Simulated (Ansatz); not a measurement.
Abridged output of a molecular run in Ansatz:

```
Functional definition: HF
1482 factors; integrals over basis functions are off by at most 8.0e-4 eV
mean field evaluation 1: about -23765.8069 eV, gradient 5.7e1 eV
mean field evaluation 2: about -23766.3525 eV, gradient 5.8e1 eV
mean field evaluation 4: about -23772.4217 eV, gradient 4.9e0 eV
mean field evaluation 8: about -23772.5210 eV, gradient 6.1e-1 eV
mean field evaluation 16: about -23772.5222 eV, gradient 1.5e-6 eV
mean field -23772.52222619 eV, -873.6240782180 hartree, gradient 1.5e-6 eV, S^2 0.000000; 0 other end points of the search recorded, 0 dependent functions left out
9 core orbitals not correlated: weight in the atoms' cores, before any rotation towards them, 1.000 or more for the frozen orbitals, at most 0.000 for the correlated occupied ones
reference -23772.52222619 eV, -873.6240782180 hartree; 26, 26 occupied and 187, 187 virtual orbitals, 1482 factors
second order -48.79816690 eV of doubles, -0.00000000 eV of singles
cycle   1  -45.92966828 eV  change     2.9e0 eV  update   1.8e-1
cycle   2  -47.12199661 eV  change    -1.2e0 eV  update   7.2e-2
cycle   3  -47.38388408 eV  change   -2.6e-1 eV  update   3.2e-2
cycle   4  -47.39086646 eV  change   -7.0e-3 eV  update   1.3e-2
cycle   5  -47.35556460 eV  change    3.5e-2 eV  update   5.5e-3
cycle   6  -47.35312326 eV  change    2.4e-3 eV  update   2.2e-3
cycle   7  -47.35665293 eV  change   -3.5e-3 eV  update   7.7e-4
cycle   8  -47.35649038 eV  change    1.6e-4 eV  update   2.7e-4
cycle   9  -47.35618545 eV  change    3.0e-4 eV  update   9.5e-5
cycle  10  -47.35634093 eV  change   -1.6e-4 eV  update   3.6e-5
cycle  11  -47.35631930 eV  change    2.2e-5 eV  update   1.4e-5
perturbative correction -1.64711177 eV, -0.0605302410 hartree
Total energy: -23821.52565725 eV, -875.4249210940 hartree
```

Its atoms:

Cartesian coordinates in Å:
```
F -2.909 0.805 -1.544
Au -1.256 0.348 -0.666
P 0.576 -0.159 0.306
F 1.869 -0.139 -0.534
F 0.695 -1.561 0.938
F 1.024 0.706 1.500
```

Task: Which basis set was used?
A. def2-TZVPP
B. def2-QZVPP
C. def2-SVP
D. def2-TZVPPD

Result: A. It gives 222 functions.

Task: Write the keys of the input that set method, charge and spin (a neutral closed shell needs none for the last two).

Result: 
```yaml
correlation: {method: ccsd_t}
```
